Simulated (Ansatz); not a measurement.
Consider the ligand exchange at the Si–C bond: `O[SiH](O)C[SiH2]F` + `[NH2][GeH3]` → `O[SiH](O)[NH][GeH3]` + `C[SiH2]F`.

Computed with Ansatz on PBE0-D4/def2-TZVP structures; ΔE is electronic, products minus reactants. CBS: MP2 limit from def2 TZ/QZ plus the TZ coupled-cluster correction, frozen cores. Functionals use def2-TZVPP. B3LYP here is the variant with VWN-RPA as its local correlation; programs differ in this. For Ge outer-core shells are correlated without core-valence functions, which leaves a few kJ/mol of doubt a bond. Scalar relativity is left out up to krypton. One conformer a species, not always the lowest.

```csv
level,ΔE (kcal/mol),difference from CCSD(T)/CBS
PBE-D4,-12.9,2.4
r2SCAN-D4,-14.6,0.7
PBE0-D4,-13.8,1.5
B3LYP-D4,-15.1,0.2
ωB97X-V,-14.6,0.7
ωB97M-V,-14.5,0.8
B2PLYP,-15.8,-0.5
PBE,-13.2,2.1
r2SCAN,-14.7,0.6
PBE0,-14.1,1.2
B3LYP,-15.7,-0.4
HF/def2-TZVPP,-18.6,-3.3
MP2/def2-TZVPP,-15.5,-0.2
SCS-MP2/def2-TZVPP,-16.0,-0.7
CCSD/def2-TZVPP,-15.8,-0.5
CCSD(T)/def2-TZVPP,-15.3,0.0
HF/def2-QZVPP,-18.9,-3.6
MP2/def2-QZVPP,-15.6,-0.3
SCS-MP2/def2-QZVPP,-16.2,-0.9
HF/CBS(def2),-19.0,-3.7
MP2/CBS(def2),-15.5,-0.2
CCSD/CBS(def2),-15.9,-0.6
CCSD(T)/CBS,-15.3,0
```

Largest T1 diagnostic among the species: 0.011.

In def2-TZVPP, CCSD(T) changes the Hartree–Fock value by +3.3 kcal/mol (the triples alone add +0.5 kcal/mol) and MP2 by +3.1 kcal/mol. From PBE to PBE0 (25 % exact exchange), in def2-TZVPP and without D4, ΔE moves by −0.9 kcal/mol.
